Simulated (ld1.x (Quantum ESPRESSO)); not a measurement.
**Sb (Z = 51), TM: configuration errors across variants**

- Element: antimony (Sb)
- Generator: ld1.x (Quantum ESPRESSO) 7.5
- Type: norm-conserving Troullier–Martins (Kleinman–Bylander form)
- Functional: PBE
- Relativity: fully relativistic
- Frozen core: [Kr] 4d10
- Valence charge: 5
- Reference configuration: 5s2 5p3
- Partial waves: 5p (bound): rc 2.55 bohr; 5d channel at 0.4 Ry: rc 2.40 bohr; 5s (bound): rc 1.90 bohr
- Local potential: the s channel
- Core correction: a·sin(br)/r model core inside 1.70 bohr

Open shells are filled in proportion to 2j + 1 (rel_dist='average').

All-electron excitation energies from the reference (eV): (1) 5s2 5p2 8.333; (2) 5s2 5p1 24.322; (3) 5s2 5p0 48.761; (4) 5s0 5p5 16.377; (5) 5s1 5p0 93.052; (6) 5s1 5p4 8.086; (7) 5s2 5p2.5 3.270.

3 further variants failed, have other tests or another functional or relativity, and are left out.

A true bound ghost makes a file unfit for plane-wave use even where its test errors are small: the radial tests pick states by their node count and pass the ghost by.

The file “local potential the p channel” misses its own reference levels by 0.4 eV.

Errors AE − PS in meV (a dash: test not solved or not reliable):

| change | (1) | (2) | (3) | (4) | (5) | (6) | (7) | bound ghosts |
| --- | --- | --- | --- | --- | --- | --- | --- | --- |
| base | -3.6 | -33 | -138 | -39 | -475 | -9.9 | -0.5 | none |
| wave 5p (bound): rc 2.55 bohr becomes 5p (bound): rc 2.26 bohr | -3.5 | -31 | -128 | -49 | -451 | -12 | -0.5 | none |
| wave 5d channel at 0.4 Ry: rc 2.40 bohr becomes 5d channel at 0.83 Ry: rc 2.40 bohr | -3.6 | -33 | -138 | -39 | -475 | -9.9 | -0.5 | none |
| wave 5d channel at 0.4 Ry: rc 2.40 bohr becomes 5d channel at 0.4 Ry: rc 2.02 bohr | -3.6 | -33 | -138 | -39 | -475 | -9.9 | -0.5 | d3/2, d5/2 |
| all radii but the core radius scaled by about 1.16 (s 2.20, p 2.94, d 2.78 bohr) | -3.9 | -38 | -167 | -27 | -548 | -6.8 | -0.5 | none |
| wave 5s (bound): rc 1.90 bohr becomes 5s (bound): rc 1.86 bohr | -3.6 | -33 | -138 | -40 | -475 | -10 | -0.5 | none |
| local potential the p channel | +10 | +3.6 | -60 | -62 | -360 | -21 | +5.8 | none |

(1) Give the same row for: core correction a·sin(br)/r model core inside 2.02 bohr.

Answers

(1) -4.9, -41, -160, -24, -480, -6.4, -0.7; bound ghosts: none.
